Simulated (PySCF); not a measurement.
Isomers of C6H11ClOSi, from PBE0-D3(BJ)/def2-SVP geometry optimisation, gas phase (PySCF). One conformer each, no zero-point energy, no frequencies.

Question: Which isomer lies lowest at this level?
A. `[CH2:1]=[CH:2][CH2:3][C@@H:4]1[CH2:5][CH2:6][O:7][Si@H:8]1[Cl:9]` with C1–C2–C3–C4 121°, C2–C3–C4–C5 -179°, C3–C4–C5–C6 -162°, C4–C5–C6–O7 43°, C5–C6–O7–Si8 -29°, C6–O7–Si8–Cl9 -111°: A = 1422, B = 900.6, C = 600.3 MHz, dipole 2.67 D
B. `[CH2:1]=[CH:2][CH2:3][C@@H:4]1[SiH2:5][O:6][CH2:7][C@@H:8]1[Cl:9]` with C1–C2–C3–C4 -117°, C2–C3–C4–Si5 -57°, C3–C4–Si5–O6 -153°, C4–Si5–O6–C7 1°, Si5–O6–C7–C8 23°, O6–C7–C8–Cl9 77°: A = 1729, B = 810.0, C = 644.2 MHz, dipole 2.28 D
C. `[CH3:1][CH2:2][O:3][Si:4]1([Cl:5])[CH2:6][CH:7]=[CH:8][CH2:9]1` with C1–C2–O3–Si4 169°, C2–O3–Si4–Cl5 -56°: A = 1560, B = 827.2, C = 666.6 MHz, dipole 1.45 D
D. `[CH2:1]=[CH:2][CH2:3][C@@H:4]1[SiH2:5][O:6][CH2:7][C@H:8]1[Cl:9]` with C1–C2–C3–C4 114°, C2–C3–C4–Si5 -63°, C3–C4–Si5–O6 -145°, C4–Si5–O6–C7 -3°, Si5–O6–C7–C8 27°, O6–C7–C8–Cl9 -168°: A = 1492, B = 864.7, C = 573.2 MHz, dipole 1.23 D

Answer: C. That is `C1=CC[Si](Cl)(OCC)C1`, 15.4 kcal/mol below the next.

```
                      SMILES                                                      mapped SMILES       E (Eh)  relative (kcal/mol)  relative (kJ/mol)  dipole (D)
          CCO[Si]1(Cl)CC=CC1     [CH3:1][CH2:2][O:3][Si:4]1([Cl:5])[CH2:6][CH:7]=[CH:8][CH2:9]1  -1059.19021                  0.0                0.0        1.45
     C=CC[C@@H]1CCO[Si@H]1Cl   [CH2:1]=[CH:2][CH2:3][C@@H:4]1[CH2:5][CH2:6][O:7][Si@H:8]1[Cl:9]  -1059.16559                 15.4               64.6        2.67
 C=CC[C@@H]1[SiH2]OC[C@H]1Cl   [CH2:1]=[CH:2][CH2:3][C@@H:4]1[SiH2:5][O:6][CH2:7][C@H:8]1[Cl:9]  -1059.10615                 52.8              220.7        1.23
C=CC[C@@H]1[SiH2]OC[C@@H]1Cl  [CH2:1]=[CH:2][CH2:3][C@@H:4]1[SiH2:5][O:6][CH2:7][C@@H:8]1[Cl:9]  -1059.10454                 53.8              224.9        2.28
```
